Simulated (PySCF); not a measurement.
Vertical excitation energies

C₇H₄FNO.
SMILES: `O=C=Nc1cccc(F)c1`

The calculation used PySCF 2.14.0, density-fitted response routines, TDDFT B3LYP/def2-SVPD, vertical, gas phase, core orbitals frozen in the response. Isolated species at its PBE0-D3(BJ)/def2-SVP geometry (one conformer only). Torsions of this conformer, `[O:1]=[C:2]=[N:3][c:4]1[cH:5][cH:6][cH:7][c:8]([F:9])[cH:10]1`: C2–N3–C4–C5 0°.

Q: What does the calculation give for the low-lying excited states?

A: 

```csv
state,λ (nm),E (eV),f,|μ| (D),symmetry,"main configurations (H = HOMO, L = LUMO)"
S1,247.6,5.01,0.011,0.77,A′,"H→L+1 (45%), H-1→L (34%), H→L (15%)"
S2,228.0,5.44,0.251,3.49,A′,"H→L (72%), H→L+1 (12%)"
S3,221.9,5.59,0.0001,0.06,–,H→L+2 (93%)
S4,197.3,6.28,0.278,3.41,A′,"H-1→L (54%), H→L+1 (37%)"
S5,195.5,6.34,0.0001,0.06,–,H-2→L (90%)
S6,194.3,6.38,0.0010,0.20,–,H-1→L+2 (89%)
```

The lowest singlet lies at 5.01 eV (248 nm, ultraviolet) and is weak; its leading configuration is HOMO→LUMO+1 (45%). The strongest level in the table is S4 at 6.28 eV (197 nm, f = 0.278). Löwdin shares by element: HOMO carbon 48% or more, nitrogen 14% (atoms not listed hold the other 39%); LUMO carbon 57% or more (atoms not listed hold the other 43%). The oscillator strengths of these states sum to 0.541; summed over the whole spectrum of an exact calculation they would give the number of electrons, 70 (Thomas–Reiche–Kuhn). Orbital energies (eV): HOMO-3 -9.38, HOMO-2 -8.88, HOMO-1 -7.54, HOMO -7.01, LUMO -1.32, LUMO+1 -0.93, LUMO+2 -0.32. Weighted by f, the mean energy of these states is 5.86 eV. Symmetry labels in Cs follow from the direction of the transition dipole and are given only for states with f of 0.002 or more. The window holds the lowest 6 singlets.

Hardware: one thread, Arm Neoverse V1 (aarch64), shared host with 32 logical CPUs at a one-minute load of 17. Cost: 56 s of wall time, 1.0 GiB resident at most.
